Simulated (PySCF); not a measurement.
Excitation energy of He by level of theory

He 1s2 (1S) → He 1s1 2p1 (3P), as a difference of total energies. Calculation: PySCF 2.14, in aug-cc-pVTZ with one added diffuse shell each of s, p, d type (5s4p3d, 32 functions); no relativity, point nucleus. Correlated levels: valence: nothing frozen. The calculations carry no spin-orbit coupling.

```tsv
method	excitation energy (cm⁻¹)
UHF	161200
LDA	164750
PBE	165020
PBE0	165670
r2SCAN	168200
BP86	167900
MN15	173090
MP2 (valence)	168280
SCS-MP2 (valence)	169960
```

Task: Estimate what CAM-B3LYP gives.

Result: 169690 cm⁻¹, closest to SCS-MP2 (valence) among the rows shown.

Task: Estimate what TPSSh gives.

Result: 168440 cm⁻¹, closest to MP2 (valence) among the rows shown.

Errors of the correlated levels include the incompleteness of this basis.

The promoted electron is Rydberg-like, and one or two diffuse shells describe it only roughly, which tends to raise the upper state.

For comparison: 169090 cm⁻¹ (measured; NIST levels, between the centres of gravity of the two terms).
